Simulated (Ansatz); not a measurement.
The cluster Rb2Pb2Br6, relaxed as a singlet with RKS PBE-D4/def2-SVP in Ansatz, starting from the GFN1-xTB geometry. Force threshold 0.03 eV/Å.

In the def2 sets Pb, Rb take a core potential; there is no spin–orbit coupling. Another isomer (singlet) lies 0.23 eV lower at PBE0-D4/def2-SVP; other spin states weren't run for this one.

Start:

```xyz
10

Rb   -1.717   -2.259    0.676
Rb   -0.016    1.220    1.778
Pb   -1.467    0.714   -2.838
Pb    3.039    0.241   -0.695
Br    3.160    1.788    1.467
Br   -2.686    0.798   -0.447
Br   -0.886   -1.861   -2.473
Br   -1.737   -0.825    3.448
Br    0.799    1.727   -1.521
Br    1.512   -1.543    0.606
```

(1) Estimate the energy that the relaxation releases and the steps that it takes.

(2) Does the start keep its bonding and symmetry?

(3) Predict the relaxed structure.

## Answers

(1) 39.6 kJ/mol, in 19 steps; 5 min on 6 threads of AMD EPYC on a shared host. The force fell under the threshold at step 7, but the optimiser went on and released 0.024 eV more. No frequencies were taken in this run, so the end may be a saddle point.

(2) By distances, no bond broke or formed. The bond that changes most is Rb2–Br6, from 3.50 to 4.18 Å (atoms count from 1).

(3) 
```tsv
atom	x (Å)	y (Å)	z (Å)
Rb1	-1.814	-2.426	0.670
Rb2	0.117	1.373	2.202
Pb3	-1.474	0.770	-2.818
Pb4	2.633	-0.065	-0.945
Br5	3.522	1.691	0.965
Br6	-2.950	0.606	-0.529
Br7	-0.179	-1.663	-2.539
Br8	-2.002	-0.734	3.380
Br9	0.639	2.089	-1.410
Br10	1.508	-1.640	1.023
```
Bond lengths (bridged metal pairs left out): 8 × Br–Rb 3.20 to 3.72 Å; 6 × Br–Pb 2.73 to 2.97 Å.
